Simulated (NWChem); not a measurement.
System: C3H7FSi; SMILES F[C@H]([SiH3])C=C

Parts of the log:

```
             Northwest Computational Chemistry Package (NWChem) 7.3.0
             --------------------------------------------------------

 C1  symmetry detected

                             Geometry "geometry" -> ""
                             -------------------------

 Output coordinates in angstroms (scale by  1.889725989 to convert to a.u.)

  No.       Tag          Charge          X              Y              Z
 ---- ---------------- ---------- -------------- -------------- --------------
    1 C                    6.0000     0.54490575     2.14088451     0.43408065
    2 C                    6.0000     0.64645443     1.14127292    -0.42319677
    3 C                    6.0000    -0.32883320     0.02659130    -0.55579854
    4 F                    9.0000    -1.51306292     0.31220390     0.11313777
    5 Si                  14.0000     0.35907353    -1.62625271     0.16975974
    6 H                    1.0000     1.29033249     2.91429601     0.49670592
    7 H                    1.0000    -0.30109687     2.22713936     1.09479512
    8 H                    1.0000     1.49296321     1.05314203    -1.09098545
    9 H                    1.0000    -0.61216170    -0.09719779    -1.60862035
   10 H                    1.0000     1.54361373    -1.97549792    -0.61499544
   11 H                    1.0000    -0.69139814    -2.63107442     0.02755320
   12 H                    1.0000     0.69312224    -1.38559678     1.57015869

 Effective nuclear repulsion energy (a.u.)     222.2635102560

                                Z-matrix (autoz)
                                --------

 Units are Angstrom for bonds and degrees for angles

      Type          Name      I     J     K     L     M      Value
      ----------- --------  ----- ----- ----- ----- ----- ----------
    1 Stretch                  1     2                       1.32078
    2 Stretch                  1     6                       1.07599
    3 Stretch                  1     7                       1.07690
    4 Stretch                  2     3                       1.48704
    5 Stretch                  2     8                       1.08180
    6 Stretch                  3     4                       1.38977
    7 Stretch                  3     5                       1.93172
    8 Stretch                  3     9                       1.09728
    9 Stretch                  5    10                       1.46320
   10 Stretch                  5    11                       1.46061
   11 Stretch                  5    12                       1.45966
   12 Bend                     1     2     3               125.08382
   13 Bend                     1     2     8               121.49925
   14 Bend                     2     1     6               121.90547
   15 Bend                     2     1     7               121.28178
   16 Bend                     2     3     4               111.21632
   17 Bend                     2     3     5               111.98288
   18 Bend                     2     3     9               109.84472
   19 Bend                     3     2     8               113.39689
   20 Bend                     3     5    10               106.92222
   21 Bend                     3     5    11               107.21426
   22 Bend                     3     5    12               107.50446
   23 Bend                     4     3     5               107.36743
   24 Bend                     4     3     9               105.36632
   25 Bend                     5     3     9               110.84286
   26 Bend                     6     1     7               116.80563
   27 Bend                    10     5    11               111.45757
   28 Bend                    10     5    12               111.63150
   29 Bend                    11     5    12               111.80332
   30 Torsion                  1     2     3     4          13.59486
   31 Torsion                  1     2     3     5        -106.53858
   32 Torsion                  1     2     3     9         129.84594
   33 Torsion                  2     3     5    10         -62.24270
   34 Torsion                  2     3     5    11         178.11636
   35 Torsion                  2     3     5    12          57.75622
   36 Torsion                  3     2     1     6         179.03979
   37 Torsion                  3     2     1     7          -1.96222
   38 Torsion                  4     3     2     8        -168.01972
   39 Torsion                  4     3     5    10         175.40259
   40 Torsion                  4     3     5    11          55.76165
   41 Torsion                  4     3     5    12         -64.59849
   42 Torsion                  5     3     2     8          71.84685
   43 Torsion                  6     1     2     8           0.77773
   44 Torsion                  7     1     2     8         179.77572
   45 Torsion                  8     2     3     9         -51.76863
   46 Torsion                  9     3     5    10          60.81010
   47 Torsion                  9     3     5    11         -58.83085
   48 Torsion                  9     3     5    12        -179.19099

                           NWChem Geometry Optimization
                           ----------------------------

 maximum gradient threshold         (gmax) =   0.000450
 rms gradient threshold             (grms) =   0.000300
 maximum cartesian step threshold   (xmax) =   0.001800
 rms cartesian step threshold       (xrms) =   0.001200
 fixed trust radius                (trust) =   0.300000
 source of zmatrix                         =   autoz

          -------------------
          Energy Minimization
          -------------------

 Using diagonal initial Hessian
 Scaling for Hessian diagonals: bonds = 1.00  angles = 0.25  torsions = 0.10

          --------
          Step   0

                                 NWChem DFT Module
                                 -----------------

 Summary of "ao basis" -> "ao basis" (spherical)
 ------------------------------------------------------------------------------
       Tag                 Description            Shells   Functions and Types
 ---------------- ------------------------------  ------  ---------------------
 C                           6-31g*                  6       14   3s2p1d
 F                           6-31g*                  6       14   3s2p1d
 Si                          6-31g*                  8       18   4s3p1d
 H                           6-31g*                  2        2   2s

            General Information
            -------------------
          SCF calculation type: DFT
          Wavefunction type:  closed shell.
          No. of atoms     :    12
          No. of electrons :    48
           Alpha electrons :    24
            Beta electrons :    24
          Charge           :     0
          Spin multiplicity:     1
          Use of symmetry is: off; symmetry adaption is: off
          Maximum number of iterations: 150
          AO basis - number of functions:    88
                     number of shells:    46
          Convergence on energy requested:  1.00D-06
          Convergence on density requested:  1.00D-05
          Convergence on gradient requested:  5.00D-04

[...]

      ----------------------
      Optimization converged
      ----------------------

  Step       Energy      Delta E   Gmax     Grms     Xrms     Xmax
  ---- ---------------- -------- -------- -------- -------- --------
@   11    -507.81645457 -1.2D-07  0.00003  0.00001  0.00052  0.00128
                                     ok       ok       ok       ok

                                Z-matrix (autoz)
                                --------

 Units are Angstrom for bonds and degrees for angles

      Type          Name      I     J     K     L     M      Value     Gradient
      ----------- --------  ----- ----- ----- ----- ----- ---------- ----------
    1 Stretch                  1     2                       1.33359   -0.00000
    2 Stretch                  1     6                       1.08561   -0.00001
    3 Stretch                  1     7                       1.08525   -0.00000
    4 Stretch                  2     3                       1.49702    0.00002
    5 Stretch                  2     8                       1.09027    0.00000
    6 Stretch                  3     4                       1.40645   -0.00001
    7 Stretch                  3     5                       1.92080   -0.00003
    8 Stretch                  3     9                       1.10091    0.00000
    9 Stretch                  5    10                       1.48930   -0.00002
   10 Stretch                  5    11                       1.48663   -0.00001
   11 Stretch                  5    12                       1.48350   -0.00002
   12 Bend                     1     2     3               124.54601    0.00000
   13 Bend                     1     2     8               120.65294   -0.00000
   14 Bend                     2     1     6               121.36991    0.00000
   15 Bend                     2     1     7               121.20075    0.00000
   16 Bend                     2     3     4               110.77867   -0.00000
   17 Bend                     2     3     5               112.57256    0.00000
   18 Bend                     2     3     9               109.81305   -0.00000
   19 Bend                     3     2     8               114.79723    0.00000
   20 Bend                     3     5    10               109.65583   -0.00000
   21 Bend                     3     5    11               109.57238    0.00000
   22 Bend                     3     5    12               108.83930    0.00001
   23 Bend                     4     3     5               106.26046    0.00000
   24 Bend                     4     3     9               107.29141    0.00000
   25 Bend                     5     3     9               109.94221   -0.00001
   26 Bend                     6     1     7               117.42538   -0.00000
   27 Bend                    10     5    11               109.17627    0.00000
   28 Bend                    10     5    12               109.78107   -0.00001
   29 Bend                    11     5    12               109.80364   -0.00000
   30 Torsion                  1     2     3     4           8.75218   -0.00001
   31 Torsion                  1     2     3     5        -110.06790   -0.00001
   32 Torsion                  1     2     3     9         127.08655   -0.00001
   33 Torsion                  2     3     5    10         -57.36028   -0.00000
   34 Torsion                  2     3     5    11        -177.17407   -0.00000
   35 Torsion                  2     3     5    12          62.74413   -0.00000
   36 Torsion                  3     2     1     6         179.44279   -0.00000
   37 Torsion                  3     2     1     7          -1.30035   -0.00000
   38 Torsion                  4     3     2     8        -171.95726   -0.00001
   39 Torsion                  4     3     5    10        -178.78957   -0.00000
   40 Torsion                  4     3     5    11          61.39664   -0.00000
   41 Torsion                  4     3     5    12         -58.68516   -0.00001
   42 Torsion                  5     3     2     8          69.22267   -0.00002
   43 Torsion                  6     1     2     8           0.19143    0.00000
   44 Torsion                  7     1     2     8         179.44828    0.00000
   45 Torsion                  8     2     3     9         -53.62288   -0.00001
   46 Torsion                  9     3     5    10          65.41284   -0.00001
   47 Torsion                  9     3     5    11         -54.40095   -0.00001
   48 Torsion                  9     3     5    12        -174.48275   -0.00001

                         Geometry "geometry" -> "geometry"
                         ---------------------------------

 Output coordinates in angstroms (scale by  1.889725989 to convert to a.u.)

[...]

 Rotational Constants
 --------------------
 A=   0.209557 cm-1  (  0.301499 K)
 B=   0.086584 cm-1  (  0.124573 K)
 C=   0.069776 cm-1  (  0.100389 K)

 Temperature                      =   298.15K
 frequency scaling parameter      =   1.0000

 Zero-Point correction to Energy  =   55.101 kcal/mol  (  0.087810 au)
 Thermal correction to Energy     =   59.335 kcal/mol  (  0.094556 au)
 Thermal correction to Enthalpy   =   59.927 kcal/mol  (  0.095500 au)

 Total Entropy                    =   80.232 cal/mol-K
   - Translational                =   39.387 cal/mol-K (mol. weight =  90.0301)
   - Rotational                   =   26.635 cal/mol-K (symmetry #  =        1)
   - Vibrational                  =   14.211 cal/mol-K

 Cv (constant volume heat capacity) =   23.657 cal/mol-K
   - Translational                  =    2.979 cal/mol-K
   - Rotational                     =    2.979 cal/mol-K
   - Vibrational                    =   17.698 cal/mol-K

[normal modes left out]

 ----------------------------------------------------------------------------
 Normal Eigenvalue ||           Projected Infra Red Intensities
  Mode   [cm**-1]  || [atomic units] [(debye/angs)**2] [(KM/mol)] [arbitrary]
 ------ ---------- || -------------- ----------------- ---------- -----------
    1       -0.000 ||    0.000770           0.018         0.750       0.265
    2       -0.000 ||    0.000089           0.002         0.087       0.031
    3        0.000 ||    0.000369           0.009         0.360       0.127
    4        0.000 ||    0.000052           0.001         0.051       0.018
    5        0.000 ||    0.000105           0.002         0.102       0.036
    6        0.000 ||    0.000201           0.005         0.196       0.069
    7      101.654 ||    0.000074           0.002         0.072       0.025
    8      154.919 ||    0.000152           0.004         0.148       0.052
    9      198.916 ||    0.001497           0.035         1.459       0.515
   10      273.562 ||    0.002410           0.056         2.349       0.829
   11      291.998 ||    0.004555           0.105         4.440       1.567
   12      513.355 ||    0.011016           0.254        10.739       3.791
   13      580.880 ||    0.023130           0.534        22.548       7.959
   14      635.843 ||    0.002484           0.057         2.422       0.855
   15      646.036 ||    0.039525           0.912        38.531      13.601
   16      802.980 ||    0.027383           0.632        26.694       9.423
   17      924.834 ||    0.195774           4.517       190.850      67.369
   18      939.258 ||    0.067356           1.554        65.662      23.178
   19      945.542 ||    0.049759           1.148        48.507      17.123
   20      950.661 ||    0.057598           1.329        56.149      19.820
   21      960.984 ||    0.023786           0.549        23.188       8.185
   22     1005.987 ||    0.035767           0.825        34.867      12.308
   23     1029.477 ||    0.019654           0.453        19.159       6.763
   24     1126.474 ||    0.024130           0.557        23.523       8.304
   25     1215.476 ||    0.011977           0.276        11.676       4.121
   26     1327.855 ||    0.001048           0.024         1.021       0.361
   27     1346.598 ||    0.003792           0.087         3.697       1.305
   28     1462.121 ||    0.001962           0.045         1.912       0.675
   29     1724.529 ||    0.007090           0.164         6.912       2.440
   30     2243.271 ||    0.105386           2.431       102.735      36.265
   31     2260.062 ||    0.157099           3.624       153.148      54.061
   32     2278.452 ||    0.118361           2.731       115.384      40.730
   33     3013.657 ||    0.029177           0.673        28.443      10.040
   34     3159.021 ||    0.009931           0.229         9.681       3.417
   35     3182.778 ||    0.004815           0.111         4.694       1.657
   36     3265.244 ||    0.007880           0.182         7.682       2.712
 ----------------------------------------------------------------------------
```

Level: B3LYP/6-31G* (spherical d). 

**Question.** Reconstruct the input file.

**Answer.** Several could match; the one computed here: the input that was run:
```
start job
memory heap 200 mb stack 900 mb global 1100 mb
geometry units angstroms
  C     -1.887642     1.131401    -0.528980
  C     -1.087261     0.140240    -0.877477
  C     -0.183058    -0.593680     0.047219
  F     -0.494076    -0.323567     1.374531
  Si     1.668952    -0.113992    -0.220180
  H     -2.510991     1.637644    -1.245152
  H     -1.957520     1.460407     0.494043
  H     -1.016985    -0.195465    -1.903464
  H     -0.327273    -1.675006    -0.070970
  H      2.017107    -0.504755    -1.586577
  H      2.453814    -0.854957     0.763864
  H      1.780985     1.328621    -0.027989
end
basis spherical
  * library 6-31g*
end
dft
  xc b3lyp
  iterations 150
end
driver
  maxiter 120
end
task dft optimize
task dft freq
```
